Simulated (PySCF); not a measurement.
AlH₇OSi₂.

```xyz
11

Al    -0.3125    -0.2870     0.0001
O     -1.5470    -1.4193     0.0017
H     -2.2473    -2.0621     0.0034
Si    -0.6996     1.8002    -1.2416
H      0.4952     2.7051    -1.2264
H     -1.8491     2.5722    -0.6630
H     -1.0389     1.5310    -2.6782
Si     1.7351    -0.8501     1.2405
H      2.7491     0.2530     1.2020
H      2.3916    -2.0778     0.6802
H      1.4414    -1.1372     2.6837
```
Charge 0, spin multiplicity 1.

Geometry optimised at r2SCAN-D4/def2-SVP. A frequency run showed that this geometry is not a minimum. The structure was generated by enumeration; whether it is a known compound was not checked. The values are those of a single conformer.

These are PySCF with PBE/pcSseg-1 values and carry that method's errors. Non-relativistic, no solvent.

Computed absolute GIAO shielding of each atom: isotropic value and principal components (ppm):
```
atom  σ(iso)    σ11    σ22    σ33   span
----  ------  -----  -----  -----  -----
Al1    334.2  186.2  348.4  468.0  281.8
O2     216.5  135.0  181.7  333.0  198.0
H3      26.0   20.0   22.2   35.9   15.9
Si4    471.8  460.4  469.0  485.9   25.6
H5      28.1   25.3   26.3   32.8    7.5
H6      28.1   25.4   25.9   33.1    7.7
H7      28.1   25.3   25.9   33.1    7.8
Si8    471.8  460.5  468.9  486.0   25.5
H9      28.1   25.3   26.3   32.8    7.5
H10     28.1   25.4   25.9   33.1    7.7
H11     28.1   25.3   25.9   33.1    7.8
```
